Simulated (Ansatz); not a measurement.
Consider the formal hydrolysis of the Si–O bond: `B[Si](O)(F)OC` + H₂O → `B[Si](O)(O)F` + CH₃OH.

Calculated with Ansatz (gas phase, PBE0-D4/def2-TZVP geometries, no zero-point term in ΔE). CBS: MP2 limit from def2 TZ/QZ plus the TZ coupled-cluster correction, frozen cores. This one scheme is used for every species. Functionals use def2-TZVPP. B3LYP here is the variant with VWN-RPA as its local correlation; programs differ in this. One conformer a species, not always the lowest.

| level | ΔE (kJ/mol) | difference from CCSD(T)/CBS |
| --- | --- | --- |
| PBE-D4 | 0.6 | -3.4 |
| r2SCAN-D4 | 0.5 | -3.5 |
| PBE0-D4 | 0.8 | -3.2 |
| B3LYP-D4 | 2.6 | -1.4 |
| ωB97X-V | 1.1 | -2.9 |
| ωB97M-V | 1.2 | -2.8 |
| B2PLYP | -0.8 | -4.8 |
| PBE | -3.2 | -7.2 |
| r2SCAN | -0.8 | -4.8 |
| PBE0 | -2.7 | -6.7 |
| B3LYP | -3.3 | -7.3 |
| HF/def2-TZVPP | -3.1 | -7.1 |
| MP2/def2-TZVPP | 3.0 | -1.0 |
| SCS-MP2/def2-TZVPP | 1.7 | -2.3 |
| CCSD/def2-TZVPP | 1.5 | -2.5 |
| CCSD(T)/def2-TZVPP | 2.5 | -1.5 |
| HF/def2-QZVPP | -2.5 | -6.5 |
| MP2/def2-QZVPP | 4.2 | 0.2 |
| SCS-MP2/def2-QZVPP | 2.7 | -1.3 |
| HF/CBS(def2) | -2.4 | -6.4 |
| MP2/CBS(def2) | 4.6 | 0.6 |
| CCSD/CBS(def2) | 3.1 | -0.9 |
| CCSD(T)/CBS | 4.0 | 0 |

Largest T1 diagnostic among the species: 0.012.

In def2-TZVPP, CCSD(T) changes the Hartree–Fock value by +5.6 kJ/mol (the triples alone add +0.9 kJ/mol) and MP2 by +6.2 kJ/mol. The D4 term adds +5.9 kJ/mol with B3LYP and +3.5 kJ/mol with PBE0; it sums over pairs of atoms, weighted by their polarisabilities, and B3LYP, whose exchange is more repulsive, gets the larger term.
